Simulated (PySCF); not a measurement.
Al(All)2(Me), SMILES C=C[CH2][Al]([CH3])[CH2]C=C, singlet, GFN2-xTB optimised geometry.

```
21

Al    -0.51    -1.01     0.00
C     -1.47     0.76     0.00
C     -0.64     1.79     0.68
C      0.07     2.73     0.07
H     -2.43     0.65     0.52
H     -1.70     1.09    -1.02
H     -0.63     1.74     1.77
H      0.08     2.81    -1.00
H      0.66     3.44     0.62
C      1.50    -1.01     0.00
C      1.97    -0.54    -1.33
C      2.47     0.66    -1.58
H      1.87    -2.03     0.17
H      1.92    -0.37     0.78
H      1.87    -1.25    -2.15
H      2.58     1.40    -0.81
H      2.77     0.96    -2.57
C     -1.54    -2.72    -0.04
H     -1.56    -3.23     0.93
H     -1.11    -3.44    -0.75
H     -2.58    -2.57    -0.33
```

Density from PBE0/def2-SVP (PySCF) at that geometry.

Minimum of the electron density along straight lines between bonded atoms, close to the bond critical point (lines longer than 1.1 times the sum of covalent radii, or with two minima, are not listed):

```csv
bond,length / Å,ρ at the minimum / e bohr⁻³,∇²ρ there / e bohr⁻⁵,position (fraction from the first atom)
Al1–C2,2.021,0.075,0.27,0.40
C2–C3,1.488,0.256,-0.59,0.49
C3–C4,1.325,0.343,-0.92,0.51
C2–H5,1.099,0.264,-0.90,0.62
C2–H6,1.097,0.265,-0.91,0.62
C3–H7,1.085,0.280,-1.04,0.62
C4–H8,1.078,0.281,-1.06,0.63
C4–H9,1.077,0.281,-1.06,0.63
Al1–C10,2.017,0.076,0.28,0.40
C10–C11,1.491,0.254,-0.57,0.49
C11–C12,1.324,0.344,-0.93,0.51
C10–H13,1.099,0.264,-0.90,0.62
C10–H14,1.097,0.266,-0.92,0.62
C11–H15,1.086,0.279,-1.04,0.62
C12–H16,1.077,0.282,-1.07,0.63
C12–H17,1.077,0.281,-1.06,0.63
Al1–C18,1.991,0.079,(withheld),0.40
C18–H19,1.095,0.263,-0.90,0.62
C18–H20,1.095,0.264,-0.90,0.62
C18–H21,1.095,0.265,-0.91,0.62
```

Task: Some entries are withheld; supply them.

Result: 
- Al1–C18, ∇²ρ there / e bohr⁻⁵: 0.30
